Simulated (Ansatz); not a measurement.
Geometry optimisation, Ansatz 0.2.0, RKS PBE-D4/def2-SVP.

input.yaml

```yaml
crystal:
  periodic: [false, false, false]
  atoms:
    - { symbol: B, position_ang: [0.2637, -2.0195, -1.0433] }
    - { symbol: Ge, position_ang: [0.2951, -0.3403, 0.1193] }
    - { symbol: "N", position_ang: [1.4716, -0.2879, 1.527] }
    - { symbol: "N", position_ang: [-1.2538, 0.1123, 0.6841] }
    - { symbol: C, position_ang: [-0.6322, 1.1471, -0.232] }
    - { symbol: C, position_ang: [-0.6837, 2.3476, -0.8172] }
    - { symbol: H, position_ang: [-0.758, -2.5965, -1.1219] }
    - { symbol: H, position_ang: [1.2213, -2.3243, -1.6309] }
    - { symbol: H, position_ang: [1.2606, -1.0678, 2.2128] }
    - { symbol: H, position_ang: [2.4476, -0.5026, 1.1656] }
    - { symbol: H, position_ang: [-2.1742, -0.1633, 1.2734] }
    - { symbol: H, position_ang: [-1.58076, 2.94446, -0.69498] }
    - { symbol: H, position_ang: [0.19988, 2.73145, -1.40028] }
basis:
  gaussian: { orbitals: def2-SVP }
hamiltonian:
  xc: pbe
  dispersion: d4
relax:
  f_tol: 0.015
  max_steps: 40
output:
  orbitals: {}
```

Command:

```bash
$ ansatz run input.yaml --threads 2 --pin off --max-ram 3072MiB --backend cpu --events-out ev --progress --plain --runs-dir out
```

Task: Where does it end, and by what steps?

Result: It converged. The force dipped under the threshold on the way, but the program's further checks kept it going. After 27 steps the energy has fallen by 1.839 eV; H9 moved furthest, 1.16 Å.

```csv
step,energy less start (eV),largest force component (eV/Å),accepted
0,0.0000,4.975,yes
1,-1.0349,2.188,yes
2,-1.4138,0.852,yes
3,-1.5007,0.309,yes
4,-1.5358,0.313,yes
5,-1.5999,0.413,yes
6,-1.6570,1.382,yes
7,-1.7544,0.330,yes
8,-1.7829,0.195,yes
9,-1.7401,0.977,no
10,-1.7978,0.140,yes
11,-1.8052,0.335,yes
12,-1.8102,0.405,yes
13,-1.8183,0.204,yes
14,-1.7948,0.305,no
15,-1.8303,0.280,yes
16,-1.8341,0.259,yes
17,-1.8324,0.126,no
18,-1.8369,0.057,yes
19,-1.8368,0.089,no
20,-1.8373,0.053,yes
21,-1.8378,0.037,yes
22,-1.8382,0.098,yes
23,-1.8383,0.031,yes
24,-1.8384,0.010,yes
25,-1.8385,0.018,yes
26,-1.8385,0.020,yes
27,-1.8385,0.012,yes
```

```xyz
13
Properties=species:S:1:pos:R:3
B 0.085 -2.091 -0.989
Ge 0.454 -0.541 0.218
N 1.587 -0.518 1.669
N -1.259 0.276 0.776
C -0.599 1.081 -0.111
C -0.720 2.259 -0.752
H -0.908 -1.994 -1.680
H 0.824 -3.049 -1.080
H 2.262 -1.290 1.669
H 2.091 0.367 1.787
H -2.212 -0.043 0.541
H -1.587 2.915 -0.563
H 0.059 2.608 -1.443
```

Whether the end is a true minimum wasn't checked by a vibrational analysis.

The run took 98 s on 2 threads of Arm Neoverse V1, on a shared host, peak memory 0.19 GiB.
